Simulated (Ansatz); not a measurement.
`CBCBr`, relaxed with RKS PBE-D4/def2-SVP in the Gaussian-basis code of Ansatz from a rough embedded geometry. The force threshold is 0.03 eV/Å; the program also tests the step.

Charge 0, multiplicity 1.

Start:

```xyz
10

C    -1.118    0.382   -0.737
B     0.278   -0.183   -0.518
C     0.811   -0.419    0.930
Br    2.457    0.706    1.277
H    -1.378    0.496   -1.842
H    -1.938   -0.293   -0.281
H    -1.253    1.397   -0.248
H     0.978   -0.407   -1.417
H     0.060   -0.173    1.742
H     1.104   -1.507    1.093
```

(1) How much energy does the relaxation release, and in how many steps? (Best estimate.)

(2) Which bonds change most? (An estimate is asked.)

(3) Give the relaxed structure. (An estimate is asked.)

Results:

(1) The calculation gave: 0.37 eV, in 16 steps, 2 of them rejected.

(2) Ansatz gave: B2–H8 from 1.160 to 1.219 Å; C1–B2 from 1.522 to 1.571 Å; C1–H6 from 1.156 to 1.116 Å.

(3) Computed: 
```xyz
10

C    -1.075    0.501   -0.706
B     0.221   -0.340   -0.421
C     0.778   -0.558    1.036
Br    1.987    0.986    0.638
H    -1.017    1.092   -1.642
H    -1.893   -0.241   -0.873
H    -1.399    1.159    0.125
H     0.796   -0.923   -1.324
H     0.168   -0.260    1.908
H     1.435   -1.417    1.258
```
